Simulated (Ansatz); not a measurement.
Cost and result for the atomization energy of `C[Si@@H]1[SiH2][Si@@H]1Cl` (12 atoms, 12 bonds).

```xyz
12

C     0.4518    1.9285   -0.5010
Si   -0.4738    0.3080   -0.6547
Si   -1.0090   -0.9153    1.2751
Si    0.5535   -1.7365   -0.2418
Cl    2.5305   -1.7822    0.3486
H     1.1935    1.8630    0.2968
H     0.9697    2.1596   -1.4341
H    -0.2365    2.7438   -0.2692
H    -1.4784    0.2779   -1.7523
H    -2.3310   -1.5563    1.4936
H    -0.4207   -0.3744    2.5279
H     0.2502   -2.9160   -1.0890
```

Charge 0, multiplicity 1. Geometry: relaxed with PBE0-D4/def2-TZVP. Program: Ansatz. All runs use 4 threads of an Arm Neoverse V1 on a shared host. Times are those of one run each, without the atoms' runs, and a repeat can differ threefold. Electronic energies, without spin–orbit coupling; frozen cores. CCSD(T)/CBS adds CCSD(T) − MP2 in def2-TZVPP to the MP2 limit, and its time is that of the two runs behind it. T1 = 0.013. B3LYP takes the VWN-RPA correlation (the form of Gaussian; ORCA's B3LYP/G).

CCSD(T)/CBS is a level of theory with its own doubt, some kJ/mol a heavy atom from the limit and from the frozen cores, so smaller differences don't rank the functionals.

```csv
level,functions,wall time
PBE-D4/def2-TZVPP (with forces),297,4 s
PBE0-D4/def2-TZVPP,297,6 s
r2SCAN-D4/def2-TZVPP (with forces),297,8 s
B3LYP-D4/def2-TZVPP (with forces),297,9 s
B2PLYP/def2-TZVPP,297,9 s
ωB97X-V/def2-TZVPP,297,14 s
ωB97M-V/def2-TZVPP (with forces),297,21 s
MP2/def2-QZVPP,547,36 s
CCSD(T)/def2-TZVPP,297,4.2 min
CCSD(T)/CBS(def2),–,4.8 min
```

Question: What atomization energy does each give, and how far from CCSD(T)/CBS? (Estimate.)

Answer: Ansatz gave: 
```json
{"level": "PBE-D4/def2-TZVPP (with forces)", "atomization (kJ/mol)": "3859.9", "difference from CCSD(T)/CBS": "22.3", "per bond": "1.9"}
{"level": "PBE0-D4/def2-TZVPP", "atomization (kJ/mol)": "3839.0", "difference from CCSD(T)/CBS": "1.4", "per bond": "0.1"}
{"level": "r2SCAN-D4/def2-TZVPP (with forces)", "atomization (kJ/mol)": "3862.3", "difference from CCSD(T)/CBS": "24.7", "per bond": "2.1"}
{"level": "B3LYP-D4/def2-TZVPP (with forces)", "atomization (kJ/mol)": "3818.0", "difference from CCSD(T)/CBS": "-19.6", "per bond": "-1.6"}
{"level": "B2PLYP/def2-TZVPP", "atomization (kJ/mol)": "3763.6", "difference from CCSD(T)/CBS": "-74.0", "per bond": "-6.2"}
{"level": "ωB97X-V/def2-TZVPP", "atomization (kJ/mol)": "3871.8", "difference from CCSD(T)/CBS": "34.2", "per bond": "2.8"}
{"level": "ωB97M-V/def2-TZVPP (with forces)", "atomization (kJ/mol)": "3838.4", "difference from CCSD(T)/CBS": "0.8", "per bond": "0.1"}
{"level": "MP2/def2-QZVPP", "atomization (kJ/mol)": "3804.5", "difference from CCSD(T)/CBS": "-33.1", "per bond": "-2.8"}
{"level": "CCSD(T)/def2-TZVPP", "atomization (kJ/mol)": "3728.2", "difference from CCSD(T)/CBS": "-109.4", "per bond": "-9.1"}
{"level": "CCSD(T)/CBS(def2)", "atomization (kJ/mol)": "3837.6", "difference from CCSD(T)/CBS": "0.0", "per bond": "0.0"}
```

In def2-TZVPP, CCSD(T) changes the Hartree–Fock value by +862.6 kJ/mol (the triples alone add +52.7 kJ/mol) and MP2 by +874.3 kJ/mol; breaking electron pairs costs correlation energy, which Hartree–Fock lacks. The D4 term adds +55.9 kJ/mol with B3LYP and +29.8 kJ/mol with PBE0; it sums over pairs of atoms, weighted by their polarisabilities, and B3LYP, whose exchange is more repulsive, gets the larger term. From PBE to PBE0 (25 % exact exchange), in def2-TZVPP and without D4, the atomization energy moves by −16.3 kJ/mol: exact exchange takes away binding that semilocal exchange gives to molecules.
